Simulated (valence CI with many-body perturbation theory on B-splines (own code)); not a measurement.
Results of a calculation; reference values are marked as such.
# Hyperfine factors and g values of Yb LXIV

Level of theory: relativistic CI+MBPT: five valence electrons over a frozen Dirac-Fock core [He], a basis of 9 s, 9 p, 8 d, 6 f, 3 g, 1 h functions for each j, with the one-electron correlation potential Σ1, the two-electron term Σ2, the three-electron term Σ3, Breit, model QED; selected CI, second order for the rest (own B-spline code, finite nucleus).

No measured spectrum was set against this ion. As an estimate, large intervals hold to a few tenths of a per cent, small ones and those within an open d or f shell to about a per cent. Among the levels kept, up to 1100 cm⁻¹ of a level comes from second order outside the variational space, and about a tenth of that is noise between levels of different J, which matters for small intervals.

A/g_I is the dipole constant over the nuclear g factor μ/I (μ in nuclear magnetons, uniformly magnetised nucleus), B/Q the quadrupole constant per barn. Both hold the static response of the core; the bare values leave it out. Large factors of s and p1/2 electrons are usually good to 5 to 10 %; those of open d and f shells near neutrality can be off by tens of per cent, and small factors of p3/2, d and f electrons come from cancelling terms and can be off by a factor of two or in sign, in half-filled shells by more. B is blank for J = 1/2, where it vanishes, and for nearly pure S terms. Energies count from the lowest level.

Levels are named by their leading jj configuration (3d3/2^4 stands for four electrons in 3d with j = 3/2), which in mixed levels can hold well under half, so a name can repeat and another be missing. Letters in brackets count levels of one name in rising energy.

```tsv
Level	E (eV)	g	A/g_I (MHz)	A/g_I bare	B/Q (MHz/b)	B/Q bare
(2s^2 2p1/2^2 2p3/2) J=3/2	0.0	1.319	680000	696000	1320000	1320000
(2s^2 2p1/2 2p3/2^2) J=3/2	1071.0	1.436	-326000	-302000	81700	81800
(2s^2 2p1/2 2p3/2^2) J=5/2	1093.8	1.166	1720000	1720000	-4200	-4210
(2s^2 2p1/2 2p3/2^2) J=1/2	1141.8	0.622	5810000	5780000		
(2s 2p1/2^2 2p3/2^2) J=5/2	1388.6	1.449	4080000	4060000	190000	190000
(2s 2p1/2^2 2p3/2^2) J=1/2	1486.9	2.008	1.77e+07	1.75e+07		
(2s 2p1/2^2 2p3/2^2) J=3/2	1488.2	1.174	-2720000	-2650000	-164000	-164000
(2s^2 2p3/2^3) J=3/2	2215.0	1.287	707000	721000	-1400000	-1400000
(2s 2p1/2 2p3/2^3) J=3/2 [a]	2485.3	1.585	4140000	4110000	-1060000	-1060000
(2s 2p1/2 2p3/2^3) J=5/2	2525.2	1.283	5140000	5110000	-1550000	-1550000
(2s 2p1/2 2p3/2^3) J=1/2	2584.1	1.354	-6640000	-6520000		
(2s 2p1/2 2p3/2^3) J=3/2 [b]	2593.0	1.014	162000	196000	-410000	-411000
(2p1/2^2 2p3/2^3) J=3/2	2943.5	1.302	660000	690000	-1350000	-1350000
(2s 2p3/2^4) J=1/2	3672.7	1.867	1.78e+07	1.76e+07		
(2p1/2 2p3/2^4) J=1/2	4042.6	0.622	5830000	5790000		
(2s^2 2p1/2^2 3s) J=1/2	7867.2	1.994	5080000	5040000		
(2s^2 2p1/2^2 3p1/2) J=1/2	7963.6	0.647	1710000	1700000		
(2s^2 2p1/2^2 3p3/2) J=3/2	8295.0	1.323	199000	205000	392000	393000
(2s^2 2p1/2^2 3d3/2) J=3/2	8380.1	0.783	117000	117000	67800	68400
(2s^2 2p1/2^2 3d5/2) J=5/2	8475.2	1.189	41600	41700	64000	64700
(2s^2 2p1/2 2p3/2 3s) J=3/2 [a]	8951.5	1.656	1120000	1130000	859000	860000
(2s^2 2p1/2 2p3/2 3s) J=1/2	8961.2	1.295	-2470000	-2430000		
(2s^2 2p1/2 2p3/2 3s) J=5/2	8970.9	1.310	2610000	2600000	1280000	1280000
(2s^2 2p1/2 2p3/2 3s) J=3/2 [b]	8977.3	0.957	1550000	1570000	760000	761000
(2s^2 2p1/2 2p3/2 3p1/2) J=1/2	9046.8	1.729	-1350000	-1310000		
(2s^2 2p1/2 2p3/2 3p1/2) J=3/2 [a]	9053.0	1.129	1180000	1190000	268000	269000
(2s^2 2p1/2 2p3/2 3p1/2) J=5/2	9066.3	1.047	1940000	1940000	1270000	1270000
(2s^2 2p1/2 2p3/2 3p1/2) J=3/2 [b]	9104.3	1.308	1050000	1060000	1310000	1310000
(2s 2p1/2^2 2p3/2 3s) J=5/2	9228.6	1.594	4890000	4860000	1330000	1330000
(2s 2p1/2^2 2p3/2 3s) J=3/2 [a]	9256.2	1.434	5540000	5500000	721000	723000
(2s 2p1/2^2 2p3/2 3s) J=1/2	9316.8	0.861	-6060000	-5950000		
(2s 2p1/2^2 2p3/2 3s) J=3/2 [b]	9326.6	1.367	-1360000	-1310000	980000	981000
(2s 2p1/2^2 2p3/2 3p1/2) J=3/2 [a]	9334.9	1.670	5620000	5590000	910000	911000
(2s 2p1/2^2 2p3/2 3p1/2) J=5/2	9335.9	1.337	4280000	4250000	1290000	1290000
(2s^2 2p1/2 2p3/2 3p3/2) J=5/2 [a]	9371.0	1.409	-206000	-192000	1380000	1380000
(2s^2 2p1/2 2p3/2 3p3/2) J=1/2 [a]	9376.2	1.510	-1580000	-1560000		
(2s^2 2p1/2 2p3/2 3p3/2) J=3/2 [a]	9379.3	1.139	1790000	1790000	-851000	-852000
(2s^2 2p1/2 2p3/2 3p3/2) J=7/2	9386.2	1.218	1220000	1220000	1690000	1690000
(2s^2 2p1/2 2p3/2 3p3/2) J=3/2 [b]	9406.6	1.403	-128000	-111000	188000	189000
(2s^2 2p1/2 2p3/2 3p3/2) J=5/2 [b]	9413.2	1.178	1510000	1510000	144000	144000
```

Q: Take the isotope of mass number 171, with I = 1/2, μ = 0.4923 μN. What is the hyperfine structure of (2s^2 2p1/2 2p3/2^2) J=3/2?

A: From the table A = -321000 MHz. Shifts from the centre of gravity in MHz: F = 1: 401000, F = 2: -241000.
